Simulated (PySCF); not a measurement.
## YbCl: one state, many levels of theory

State: doublet, about 14.0 electrons in the 4f shell (Mulliken). Set-up: Yb x2c-TZVPall, Cl x2c-TZVPall; spin-free X2C with a Gaussian nucleus (PySCF 2.14). De refers to Yb (4f14 6s2) + Cl in their high-spin ground configurations, without counterpoise correction. The functionals are run spin-unrestricted. A positive dipole means Yb(−)Cl(+).

```tsv
Level	Re (Å)	ωe (cm⁻¹)	De (eV)	μ (D)	CPU s a point (SCF and correlation, without the integrals)
UHF	2.573	277	n/a	-4.86	7.3
UHF-MP2	2.452	300	n/a	n/a	14
UHF-SCS-MP2	2.480	294	n/a	n/a	n/a
PBE	2.451	294	4.08	-4.15	18
r²SCAN	2.443	302	4.38	-4.18	10
PBE0	2.480	290	3.98	-4.64	12
r²SCAN0	2.476	295	4.16	-4.69	11
M06	2.494	290	3.56	-5.27	11
CAM-B3LYP	2.487	289	3.82	-4.87	34
```

(1) What does a quarter of exact exchange do here, going from PBE to PBE0?

(2) What does a quarter of exact exchange do here, going from r²SCAN to r²SCAN0?

(3) What does second-order correlation do here, going from UHF to UHF-MP2?

Correlated steps freeze 23 core orbitals. Spin–orbit coupling is left out, which matters for elements this heavy, above all for dissociation energies. The state is the lowest single determinant that the PBE0 search found; with open d or f shells the true ground state can be another one.

The whole job (state search and all levels along the bond) took about 8.4 min on 4 threads of AMD EPYC 7B13 (shared host), peak memory 12 GiB.

## Answers

(1) PBE0 less PBE: +2.9 pm in Re, -1.4 % in ωe, -0.10 eV in De. Exact exchange removes part of the self-interaction that spreads semilocal densities, and in most molecules shortens and stiffens the bond and lowers De; here Re and ωe go the other way.

(2) r²SCAN0 less r²SCAN: +3.3 pm in Re, -2.3 % in ωe, -0.22 eV in De. Exact exchange removes part of the self-interaction that spreads semilocal densities, and in most molecules shortens and stiffens the bond and lowers De; here Re and ωe go the other way.

(3) UHF-MP2 less UHF: -12.1 pm in Re, +8.3 % in ωe. Correlation nearly always deepens the well. The bond shortens, as in weak, metallic or heavy-atom bonds, where dispersion and the correlation of outer-core electrons pull the atoms together.
